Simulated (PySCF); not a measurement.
Geometry:
```tsv
atom	x (Å)	y (Å)	z (Å)
F1	-3.076	-0.808	0.492
C2	-2.488	0.203	-0.188
F3	-2.821	0.047	-1.490
C4	-0.984	0.142	-0.030
C5	-0.327	1.280	0.372
B6	1.170	1.517	0.574
C7	2.241	0.455	0.337
C8	2.075	-0.849	-0.064
C9	0.875	-1.552	-0.364
C10	-0.430	-1.131	-0.352
H11	-2.906	1.158	0.172
H12	-0.994	2.131	0.567
H13	1.523	2.618	0.940
H14	3.287	0.742	0.502
H15	2.980	-1.459	-0.176
H16	1.019	-2.597	-0.655
H17	-1.169	-1.890	-0.629
```

Calculated, not measured (PySCF 2.14): geometry from PBE0-D3(BJ)/def2-SVP, shieldings: GIAO PBE0/pcSseg-1. Rapidly exchanging positions averaged, no solvent model, single conformer, no relativistic terms.

Shifts are taken against calculated references (same method and geometry level): 13C and 1H vs TMS; CFCl3 for 19F; 11B vs BF3·OEt2.

```
atoms  nucleus  count  Hirshfeld charge  δ (ppm)
   C4      13C      1              0.00    160.1
   C2      13C      1              0.15    122.8
   C5      13C      1             -0.09    159.3
   C7      13C      1             -0.09    163.8
  H15       1H      1              0.05     8.23
   C9      13C      1             -0.02        ?
  H12       1H      1              0.04     8.34
F1/F3      19F      2             -0.10        ?
   C8      13C      1             -0.01    156.6
  H17       1H      1              0.05        ?
  H14       1H      1              0.05     8.63
  H16       1H      1              0.06        ?
  H13       1H      1             -0.07        ?
   B6      11B      1              0.08     46.2
  H11       1H      1              0.05     6.45
  C10      13C      1             -0.03    141.3
```

Fill in the missing shifts.

Results:


- C9: 144.6 ppm, alkene CH; as expected for a trigonal carbon in a double bond
- H17: 8.06 ppm, hydrogen on an alkene CH
- H16: 7.80 ppm, hydrogen on an alkene CH; a vinylic proton, deshielded by the sp2 carbon and the C=C anisotropy
- H13: 6.54 ppm, hydrogen on a boron bonded to 2 C, in a 7-membered ring
- F1/F3: -112.2 ppm, fluorine of a CF2 group

Hydrogens on boron are broadened and split by 11B (spin 3/2, 80 %) and 10B (spin 3). A carbon bonded to boron is broadened by the quadrupolar boron nucleus and is often missing from a measured spectrum. Shifts are as computed. Against solution values, carbons near 30 ppm lie about +2 ppm off and those near 130 ppm about +5 ppm. Of 1211 compounds with measured shifts, 218 miss one by over three times the rms of a fit or turn the order of signals round; such compounds aren't used in these exercises. Unscaled 19F shifts against computed CFCl3 carry errors that often reach 10 to 50 ppm.
